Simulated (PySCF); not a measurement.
System: sum formula SiN2H4F2, net charge 0, singlet state. SMILES: N[Si](N)(F)F
Geometry from a B3LYP-D3(BJ)/def2-TZVP (Ansatz) optimisation:
```xyz
9

Si    -0.0012    -0.0081    -0.0030
F      0.3503    -0.5884    -1.4490
F     -0.6248    -1.2597     0.7691
N     -1.1963     1.1814     0.0597
N      1.4596     0.5910     0.5924
H     -2.1730     0.9472     0.1243
H     -1.0427     2.1072    -0.3029
H      1.5152     1.0739     1.4733
H      2.3450     0.2109     0.3017
```
Charge 0, spin multiplicity 1.

Dispersion corrections to the total energy (kcal/mol) from the dftd3 and dftd4 libraries through PySCF: D3(BJ) without and D4 with the three-body term, each with the damping fitted for the functional named.

```json
[
 {"functional": "B2PLYP", "D3(BJ)": "-3.02", "D4": "?"},
 {"functional": "PBE", "D3(BJ)": "-3.69", "D4": "-4.07"},
 {"functional": "B2GP-PLYP", "D3(BJ)": "-2.50", "D4": "-1.67"},
 {"functional": "PBE0", "D3(BJ)": "-3.18", "D4": "-3.39"},
 {"functional": "B3LYP", "D3(BJ)": "-6.49", "D4": "?"},
 {"functional": "LC-wPBE", "D3(BJ)": "-3.45", "D4": "-4.52"},
 {"functional": "PW6B95", "D3(BJ)": "?", "D4": "-3.70"}
]
```

### Question
Complete the blanks.

### Answer

- B2PLYP, D4: -2.82
- B3LYP, D4: -6.57
- PW6B95, D3(BJ): -1.84
